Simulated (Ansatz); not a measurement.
Born–Oppenheimer molecular dynamics of H10O3Si4 (17 atoms, charge 0, multiplicity 1). It starts from a relaxed structure.

Theory: RKS BLYP/6-31G (Ansatz).

| Quantity | Value |
| --- | --- |
| ensemble | NVE (Milne-controlled integrator) |
| time step | 0.5 fs |
| steps asked | 150 |
| starting velocities drawn for | 100 K |
| seed | 928855 |

First frame:

```xyz
17
Properties=species:S:1:pos:R:3
Si -0.149 -0.131 0.630
H 0.257 0.513 1.917
O 1.171 -0.142 -0.443
Si 2.326 -1.029 -1.371
H 1.639 -2.005 -2.304
H 3.116 -0.035 -2.183
H 3.262 -1.799 -0.464
O -1.427 0.757 -0.053
Si -2.110 1.609 -1.390
H -3.566 1.853 -1.078
H -1.406 2.933 -1.592
H -2.002 0.799 -2.665
O -0.643 -1.728 0.930
Si -1.795 -3.009 0.958
H -2.434 -3.095 2.326
H -2.876 -2.796 -0.081
H -1.070 -4.300 0.663
```

Question: How far do the bonds stretch over the last three quarters of this one trajectory? (Pairs bonded in most of those frames.)

Answer: 
| bond | mean (Å) | spread (Å) | shortest | longest |
| --- | --- | --- | --- | --- |
| Si1–H2 | 1.497 | 0.029 | 1.46 | 1.54 |
| Si1–O3 | 1.708 | 0.026 | 1.66 | 1.75 |
| Si1–O8 | 1.701 | 0.020 | 1.67 | 1.73 |
| Si1–O13 | 1.703 | 0.016 | 1.68 | 1.73 |
| O3–Si4 | 1.730 | 0.018 | 1.70 | 1.76 |
| Si4–H5 | 1.514 | 0.012 | 1.50 | 1.53 |
| Si4–H6 | 1.510 | 0.020 | 1.48 | 1.54 |
| Si4–H7 | 1.514 | 0.005 | 1.51 | 1.52 |
| O8–Si9 | 1.737 | 0.024 | 1.71 | 1.78 |
| Si9–H10 | 1.508 | 0.004 | 1.50 | 1.52 |
| Si9–H11 | 1.514 | 0.011 | 1.50 | 1.53 |
| Si9–H12 | 1.514 | 0.002 | 1.51 | 1.52 |
| O13–Si14 | 1.725 | 0.018 | 1.69 | 1.75 |
| Si14–H15 | 1.513 | 0.001 | 1.51 | 1.52 |
| Si14–H16 | 1.514 | 0.015 | 1.49 | 1.54 |
| Si14–H17 | 1.510 | 0.009 | 1.50 | 1.53 |

Mean temperature of the second half: 56 K. The conserved energy stayed within 0.0012 meV per atom of its start (net change -0.00029 meV per atom), so the integration is sound. Over the second half the temperature averaged 0.56 of the 100 K drawn at the start: a run that starts near a minimum puts about half its kinetic energy into the potential. A run of 0.075 ps of so small a system gives no equilibrium averages. Limits of this set-up: no polarisation functions.

Time of the run: 7 min on 2 threads of Arm Neoverse V2 (shared host), peak memory 0.17 GiB.
